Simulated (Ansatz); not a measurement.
Ideal-gas functions of BrFH3NOSi (`N[Si](O)(F)Br`) at 298.15 K and 1 bar, from an Ansatz frequency run at PBE0-D4/def2-TZVP.

Molar mass 160.02 g/mol, point group C1 (symmetry number 1), electronic degeneracy 1, moments of inertia 128.463, 331.209, 335.686 u Å². Harmonic wavenumbers (cm⁻¹, unscaled): 164, 184, 220, 268, 271, 329, 384, 443, 484, 794, 825, 875, 948, 1004, 1582, 3605, 3698, 3901.

Use S(trans) = R[1.5 ln M + 2.5 ln T − 1.1517]; rotational temperatures θ = 24.2544 K / I; S(rot) = R[ln(√π/σ · √(T³/θAθBθC)) + 1.5]; for each mode x = 1.438777 ν̃/T, S = R[x/(eˣ − 1) − ln(1 − e⁻ˣ)] and H = RT x/(eˣ − 1); 1 cm⁻¹ = 0.0119627 kJ/mol; R = 8.31446 J/(mol·K).

Question: By hand: the entropy, in J/(mol·K).

Answer: Translation 172.2. Rotation: θ = 0.1888, 0.0732, 0.0723 K, giving 117.0. Vibration, mode by mode: 10.47, 9.57, 8.20, 6.73, 6.65, 5.29, 4.28, 3.42, 2.93, 0.89, 0.79, 0.65, 0.48, 0.39, 0.03, 0.00, 0.00, 0.00, in all 60.8. Electronic 0.0. Sum 350.0 J/(mol·K).

Question: By hand: H − E and G − E in kJ/mol, counted from the electronic energy.

Answer: Zero-point energy ½ × 19979 × 0.0119627 = 119.5; thermal vibration 10.9; translation, rotation and pV give 4 RT = 9.9. H − E = 140.3 kJ/mol, and G − E = 140.3 − 298.15 × 350.0/1000 = 35.9 kJ/mol.

Vibration gives 17 % of the entropy. The sum counts one conformer and one mirror image; others add a mixing term.
